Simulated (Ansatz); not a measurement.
Reaction (formal exchange of groups at the Si–S bond): `CNCS[SiH3]` + `[SiH3]BCl` → `[SiH3][SiH2]BCl` + `CNCS`

Isolated molecules relaxed with PBE0-D4/def2-TZVP in Ansatz; ΔE leaves out vibrations. CBS: MP2 limit from def2 TZ/QZ plus the TZ coupled-cluster correction, frozen cores. This one scheme is used for every species. DFT in def2-TZVPP. One conformer a species, not always the lowest.

```csv
species,ωB97M-V energy (Eh)
`CNCS[SiH3]`,-824.02321
`[SiH3]BCl`,-776.91307
`[SiH3][SiH2]BCl`,-1067.59212
`CNCS`,-533.32161
```

Work out ΔE.

ΔE = (-1067.59212) + (-533.32161) − (-824.02321) − (-776.91307) = 0.02255 Eh = +0.61 eV. CCSD(T)/CBS gives +0.59 eV.

Largest T1 diagnostic among the species: 0.014.
